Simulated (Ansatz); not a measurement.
Gas-phase electronic energies from Ansatz, PBE0-D4/def2-TZVP geometries. CBS: MP2 limit from def2 TZ/QZ plus the TZ coupled-cluster correction, frozen cores. This one scheme is used for every species. DFT in def2-TZVPP. For Ga outer-core shells are correlated without core-valence functions, which leaves a few kJ/mol of doubt a bond. Scalar relativity is left out up to krypton. Each species was taken in one conformer, which may not be the lowest.

Reaction (formal exchange of groups at a B–Ga bond): `[F][GaH][B](S)Cl` + `C=CCl` → `C=CB(S)Cl` + `[F][GaH][Cl]`

`[F][GaH][B](S)Cl`:

```xyz
7

F    -0.678   -0.049   -1.972
Ga   -1.165    0.317   -0.299
B     0.509   -0.039    0.901
S     1.984   -0.595    0.086
Cl    0.541    0.176    2.638
H    -2.649    0.784   -0.198
H     1.458   -0.595   -1.156
```

`C=CCl`:

Cartesian coordinates in Å:
```
C -0.380 -0.630 -0.057
C 0.401 0.418 0.125
Cl 0.045 1.985 -0.490
H -1.308 -0.568 -0.612
H -0.092 -1.588 0.359
H 1.333 0.383 0.675
```

`C=CB(S)Cl`:

Z-matrix (Å, degrees):
```
C
C 1 1.334
H 1 1.086 2 121.1
H 1 1.085 2 122.1 3 180.0
B 2 1.541 1 123.6 3 -0.1
H 2 1.089 1 118.0 3 -180.0
Cl 5 1.762 2 121.4 1 0.3
S 5 1.792 2 118.1 1 -179.7
H 8 1.343 5 97.8 2 180.0
```

`[F][GaH][Cl]`:

```xyz
4

F    -1.721    0.052   -0.054
Ga    0.009    0.007    0.158
Cl    1.079   -0.110   -1.670
H     0.633    0.051    1.567
```

Problem. Is it downhill or uphill in electronic energy at CCSD(T)/CBS, and by how much? (Estimate.)

Solution. Computed: Downhill: ΔE = -196.2 kJ/mol.

Problem. What do these levels give: PBE0-D4, ωB97M-V, B2PLYP, r2SCAN, PBE0, HF/def2-TZVPP, MP2/def2-TZVPP, CCSD(T)/def2-TZVPP, HF/def2-QZVPP, MP2/def2-QZVPP, HF/CBS(def2), CCSD/CBS(def2)? (An estimate is asked.)

Solution. The calculation gave: PBE0-D4 -191.2, ωB97M-V -197.6, B2PLYP -200.0, r2SCAN -196.4, PBE0 -191.3, HF/def2-TZVPP -232.0, MP2/def2-TZVPP -206.6, CCSD(T)/def2-TZVPP -199.8, HF/def2-QZVPP -232.4, MP2/def2-QZVPP -204.7, HF/CBS(def2) -232.5, CCSD/CBS(def2) -200.3 kJ/mol.

Largest T1 diagnostic among the species: 0.015.

In def2-TZVPP, CCSD(T) changes the Hartree–Fock value by +32.1 kJ/mol (the triples alone add +4.1 kJ/mol) and MP2 by +25.3 kJ/mol. From PBE to PBE0 (25 % exact exchange), in def2-TZVPP and without D4, ΔE moves by −13.7 kJ/mol.
